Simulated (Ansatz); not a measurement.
Gas-phase electronic energies from Ansatz, PBE0-D4/def2-TZVP geometries. CCSD(T)/CBS adds triple-zeta CCSD(T) − MP2 to the extrapolated MP2 energy (def2 sets, frozen cores). DFT in def2-TZVPP. For Ge, Se outer-core shells are correlated without core-valence functions, which leaves a few kJ/mol of doubt a bond. Scalar relativity is left out up to krypton. One conformer a species, not always the lowest.

Consider the isomerisation: `C[Se][BH][GeH3]` → `B[CH2][GeH2][SeH]`.

`C[Se][BH][GeH3]`:

Z-matrix (Å, degrees):
```
C
Se 1 1.951
H 1 1.088 2 109.7
H 1 1.088 2 107.3 3 119.3
H 1 1.088 2 109.7 3 -121.4
B 2 1.884 1 103.8 3 61.4
Ge 6 2.055 2 124.1 1 0.0
H 6 1.194 2 113.1 1 -180.0
H 7 1.543 6 111.0 2 58.9
H 7 1.543 6 111.0 2 -59.0
H 7 1.538 6 113.0 2 180.0
```

`B[CH2][GeH2][SeH]`:

Z-matrix (Å, degrees):
```
C
Ge 1 1.982
B 1 1.531 2 103.8
H 1 1.093 2 103.0 3 121.3
H 1 1.092 2 104.6 3 -122.6
Se 2 2.360 1 106.9 3 54.3
H 2 1.539 1 109.0 3 172.9
H 2 1.538 1 110.9 3 -66.0
H 3 1.198 1 120.6 2 -90.4
H 3 1.198 1 120.5 2 85.4
H 6 1.469 2 92.9 1 172.8
```

| species | r2SCAN-D4 energy (Eh) |
| --- | --- |
| `C[Se][BH][GeH3]` | -4545.68670 |
| `B[CH2][GeH2][SeH]` | -4545.69121 |

Question: Work out ΔE.

Answer: ΔE = (-4545.69121) − (-4545.68670) = -0.00451 Eh = -11.8 kJ/mol. CCSD(T)/CBS gives -13.3 kJ/mol.

Largest T1 diagnostic among the species: 0.013.

In def2-TZVPP, CCSD(T) changes the Hartree–Fock value by +26.4 kJ/mol (the triples alone add +4.7 kJ/mol) and MP2 by +20.8 kJ/mol. From BLYP to BHLYP (50 % exact exchange), in def2-TZVPP and without D4, ΔE moves by −15.4 kJ/mol.
